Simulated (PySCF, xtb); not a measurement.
Si(H)2(OMe)(PH2) (CH7OPSi), SMILES [SiH2](P)OC.

xtb with GFN2-xTB at its own geometry gives an orbital gap of 4.70 eV and a dipole moment of 0.64 D.

Geometry: B3LYP-D3(BJ)/def2-SVP. One conformer was computed; it need not be the lowest.

What does r2SCAN/def2-TZVP run with PySCF give? (The exact figures need the calculation; the answer reports its results.)

gap 6.00 eV (levels -6.47 and -0.47 eV), dipole 0.39 D.
